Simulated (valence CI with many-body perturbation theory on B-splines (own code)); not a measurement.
Tb16+ in brief

Computed by configuration interaction combined with many-body perturbation theory (CI+MBPT): three valence electrons over a frozen Dirac-Fock core [Kr] 4d10, a basis of 7 s, 7 p, 7 d, 7 f, 4 g, 2 h functions for each j, with the one-electron correlation potential Σ1 (screened to all orders), the two-electron term Σ2, the three-electron term Σ3, Breit, model QED; selected single and double excitations, second order for the rest, scaled by the run's own slope (own B-spline code, finite nucleus).

No measured levels were compared; by estimate terms of the open shell hold to a few per cent of their energy, and close levels can change places.

Names give the largest LS component (configuration and term), which can be under half, so a name can repeat, a term be missing and a line seem to break the LS rules; names also repeat where a configuration has a term twice.

Rates and lifetimes use the calculated energies. Strong lines usually hold to 10 to 20 %, long lifetimes can be off by a factor of two.

What is the ground level?

4f3 4I°_9/2, composition 93 % 4f3 4I° + 6 % 4f3 2H°, g = 0.738.

Where does the other parity begin?

At 4f2 5s 4H_7/2, 123450 cm⁻¹.

Among levels below 865630 cm⁻¹, which E1 lines absorb most strongly from the ground level?

to 4f2 5d 4H_7/2 at 12.29 nm, f = 0.126; to 4f2 5d 4I_9/2 at 12.39 nm, f = 0.0813; to 4f2 5d 4H_7/2 at 12.17 nm, f = 0.0418.

How is the term 4I° of the ground level split?

J = 9/2 at 0, J = 11/2 at 5888, J = 13/2 at 11746, J = 15/2 at 17488 cm⁻¹.

Name the longest-lived excited levels whose lifetime is computed, and their main decay.

4f3 4S°_3/2 at 29224 cm⁻¹ lives 1.26 s, mostly by M1 to 4f3 4F°_3/2. The lifetime of 4f3 4F°_3/2 is too uncertain to give, and may be longer.
